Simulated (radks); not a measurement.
Results of a calculation; reference values are marked as such.
Problem. Radial electron density D(r) = 4 pi r^2 rho(r) of an atom or ion with 26 electrons. Level of theory: scalar-relativistic Kohn-Sham, SCAN, spin-polarised, spherical densities, finite nucleus; meta-GGA in the generalised Kohn-Sham scheme; Fermi nuclear charge, rms radius of each element as measured or else 0.836 A^(1/3) + 0.57 fm (a radial shooting solver on a logarithmic mesh with Libxc functionals).

```
   r/bohr * D(r) (the largest magnitude, 36.6, reaches the edge; | marks zero)
 0.003472 |  *
 0.003914 |  *
 0.004449 |   *
 0.005016 |    *
 0.005701 |      *
 0.006479 |       *
 0.007306 |         *
 0.008303 |           *
 0.009362 |             *
  0.01064 |                *
    0.012 |                   *
  0.01363 |                       *
  0.01537 |                          *
  0.01747 |                              *
  0.01986 |                                  *
  0.02239 |                                      *
  0.02545 |                                          *
  0.02869 |                                             *
  0.03261 |                                               *
  0.03677 |                                                *
  0.04179 |                                                *
  0.04712 |                                               *
  0.05355 |                                             *
  0.06086 |                                          *
  0.06862 |                                        *
  0.07799 |                                      *
  0.08794 |                                     *
  0.09995 |                                       *
   0.1127 |                                          *
   0.1281 |                                              *
   0.1444 |                                                  *
   0.1641 |                                                     *
   0.1865 |                                                      *
   0.2103 |                                                   *
    0.239 |                                              *
   0.2695 |                                      *
   0.3063 |                              *
   0.3454 |                        *
   0.3925 |                     *
   0.4426 |                     *
    0.503 |                       *
   0.5717 |                          *
   0.6446 |                           *
   0.7326 |                          *
    0.826 |                        *
   0.9388 |                    *
    1.059 |               *
    1.203 |           *
    1.356 |       *
    1.542 |    *
    1.752 |  *
    1.976 | *
    2.245 |*
    2.532 |*
    2.877 |*
    3.244 *
    3.687 *
    4.157 *
    4.725 *
```

What is the nuclear charge?

Solution. Z = 27. The innermost maximum, from 1s, lies near gamma/Z bohr with gamma = sqrt(1 - (Z/c)^2) = 0.980, here 0.0363 bohr (found: 0.0392), and its height grows with Z. The density is that of the cobalt ion Co+ in [Ar] 3d8; the configuration itself is not fixed sharply by these data, and Z only to about a unit. D(r) has 3 maxima, at r = 0.0392, 0.179, 0.666 bohr, and minima at 0.0852, 0.418 bohr, inside which lie 2.11, 10.73 electrons.
